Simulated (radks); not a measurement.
These are the eigenvalues of the occupied orbitals of an atom or ion with whole-number occupations (eV). Method: Dirac Kohn-Sham, LDA (Slater exchange, Perdew-Wang correlation), spin-unpolarised, spherical densities, point nucleus; computed with a radial shooting solver on a logarithmic mesh with Libxc functionals.

orbital  eigenvalue
1s1/2     -1788.005
2s1/2     -148.2197
2p1/2     -105.5326
2p3/2     -104.8851
3s1/2      -19.0936
3p1/2      -11.7675

Which element is it, and in what charge state? The configuration may be excited. Open shells, if any, fill j = l - 1/2 first.

Answer. Z = 14, silicon, charge +1: Si+ in [Ne] 3s2 3p1. The list shows which subshells hold electrons but not how many an open one holds; the 1s level, -65.708 hartree, gives Z - s = 11.5 by -(Z - s)^2/2, which with screening and relativity narrows Z to a few neighbours, and the depths of the outer levels then fix element, charge and occupations together.
